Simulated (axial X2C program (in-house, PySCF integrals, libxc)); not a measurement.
## Spin–orbit effects down a group: molecules with Li (ions), MP2

All values come from calculations with an in-house all-electron X2C program for linear molecules (integrals from PySCF), spin-free (one-electron X2C) or two-component (2c: spin–orbit coupling with atomic mean-field Coulomb and Gaunt terms, which also bring small scalar terms), in Dyall basis sets with cores contracted in-house; open shells are unrestricted.

Basis sets: Li dyall-av3z, S dyall-av3z, Se dyall-acv3z, Te dyall-acv3z. Frozen shells (counts by l): LiS⁻ S 2s1p, Li 1s, 8 electrons correlated; LiSe⁻ Se 3s2p1d, Li 1s, 8 electrons correlated; LiTe⁻ Te 4s3p2d, Li 1s, 8 electrons correlated. Where the outer core of a metal is frozen, bonds come out longer and ionisation energies lower.

| molecule | spin-free state | Re (Å) | ωe (cm⁻¹) | De (eV) | 2c state | Re 2c (Å) | ωe 2c (cm⁻¹) | De 2c (eV) |
| --- | --- | --- | --- | --- | --- | --- | --- | --- |
| LiS⁻ | M_S = 0, Λ = 0 | 2.092 | 622.3 | 2.39 | Ω = 0 | 2.092 | 622.0 | 2.37 |
| LiSe⁻ | M_S = 0, Λ = 0 | 2.214 | 548.3 | 2.22 | Ω = 0 | 2.215 | 545.9 | 2.14 |
| LiTe⁻ | M_S = 0, Λ = 0 | 2.425 | 489.7 | 2.03 | Ω = 0 | 2.430 | 482.5 | 1.86 |

(1) Work out the shifts from the spin-free to the two-component result.

Fragments in 2c: S- + Li, Se- + Li, Te- + Li. Each entry is the lowest single determinant of a limited PBE0 search at one distance. De goes to single-determinant-based atoms at the same level (for ions the charge split of lowest energy) and is withheld (n/a) where an atom does not fit its ground term or J level. Main or longest-lived isotopes.

## Answers

(1) 

```csv
molecule,2c state,ΔRe (Å),Δωe (cm⁻¹),ΔDe (eV)
LiS⁻,Ω = 0,0.000,-0.3,-0.02
LiSe⁻,Ω = 0,0.001,-2.4,-0.08
LiTe⁻,Ω = 0,0.005,-7.2,-0.17
```

Shifts of one unit in the last digit are rounding.
